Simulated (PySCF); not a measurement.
C₉H₈N₂S, SMILES n1cncc(-c2sccc2C)c1.

Geometry: B3LYP-D3(BJ)/def2-SVP. This is a generated structure with no PubChem entry under its InChIKey; it may be hypothetical. The values are those of a single conformer.

Level of theory: PBE/def2-SVP (PySCF).

The molecule is in vacuum.

| Item | Result |
|---|---|
| total energy | -854.27053 hartree |
| highest occupied level | -5.48 eV |
| lowest empty level | -2.29 eV |
| orbital gap | 3.19 eV |
| dipole moment | 3.05 D |
| quadrupole, principal values (traceless, Buckingham form, about the centre of nuclear charge) | -4.53, 0.88, 3.65 D·Å |
| mean static polarisability | 125.7 bohr³ (18.63 Å³) |
| polarisability, principal values | 65.7, 123.7, 187.8 bohr³ |
